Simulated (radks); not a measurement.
Values are calculated unless marked as measured or tabulated.
Fractional charge and spin in the 5s shell of xenon: the spin-up occupation runs from 0 to 1 and the spin-down occupation from 0 to 1; the fullest corner is Xe, [Kr] 4d10 5p6 5s(up 1, down 1). Code: a radial shooting solver on a logarithmic mesh with Libxc functionals. Model: scalar-relativistic Kohn-Sham, r2SCAN, spin-polarised, spherical densities, finite nucleus; meta-GGA in the generalised Kohn-Sham scheme; Fermi nuclear charge, rms radius of each element as measured or else 0.836 A^(1/3) + 0.57 fm. Energy (eV) minus the two flat planes that join the four corners (they meet along the diagonal where the two added fractions sum to one electron); zero is where a piecewise linear energy would lie.

| down \ up | 0 | 0.5 | 1 |
|---|---|---|---|
| 0 | 0.000 | -1.273 | 0.000 |
| 0.5 | -1.273 | 0.351 | -1.164 |
| 1 | 0.000 | -1.164 | 0.000 |

Corners above the fullest one (they belong to Xe+ and the next ion): (up 1, down 0) 25.006 eV, (up 0, down 1) 25.006 eV, (up 0, down 0) 61.178 eV. With half an added electron in each spin the energy lies 0.351 eV from the planes, and with half an added electron in spin up alone -1.273 eV. The planes are only a guide here: the flat-plane condition holds for ground states with one frontier orbital, while this shell lies below other occupied shells, so the corners above the fullest one are inner-hole states and not the ground states of those ions.
